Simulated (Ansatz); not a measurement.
Start from `OCC(O)O` and change one atom or group to get `BOC(O)O`.

Ansatz, PBE0-D4/def2-TZVP geometries, multiplicity 1. Each molecule was computed in one conformer, which needn't be the lowest.

```json
{"property": "HOMO energy (B3LYP/def2-TZVPP) / eV", "`OCC(O)O`": "-7.84"}
{"property": "HOMO energy (ωB97M-V/def2-TZVPP) / eV", "`OCC(O)O`": "-10.51"}
{"property": "size of the dipole moment (B3LYP/def2-TZVPP) / D", "`OCC(O)O`": "1.04"}
{"property": "LUMO energy (PBE0/def2-TZVPP) / eV", "`OCC(O)O`": "0.85"}
{"property": "LUMO energy (PBE/def2-TZVPP) / eV", "`OCC(O)O`": "-0.05"}
{"property": "size of the dipole moment (ωB97M-V/def2-TZVPP) / D", "`OCC(O)O`": "1.05"}
```

(1) What does the change do to each property? (Estimate.)

## Answers

(1) The calculation gave: 
| property | `BOC(O)O` | shift |
| --- | --- | --- |
| HOMO energy (B3LYP/def2-TZVPP) / eV | -8.57 | -0.73 |
| HOMO energy (ωB97M-V/def2-TZVPP) / eV | -11.17 | -0.66 |
| size of the dipole moment (B3LYP/def2-TZVPP) / D | 1.23 | 0.19 |
| LUMO energy (PBE0/def2-TZVPP) / eV | -0.67 | -1.52 |
| LUMO energy (PBE/def2-TZVPP) / eV | -1.67 | -1.62 |
| size of the dipole moment (ωB97M-V/def2-TZVPP) / D | 1.24 | 0.19 |

With PBE0 the HOMO falls by 0.71 eV and the LUMO falls by 1.52 eV, so the gap narrows by about 0.81 eV. PBE moves the HOMO by -0.82 eV and ωB97M-V by -0.66 eV. Dipoles are sizes alone; their direction can turn.

B3LYP here is the variant with VWN-RPA as its local correlation; programs differ in this.
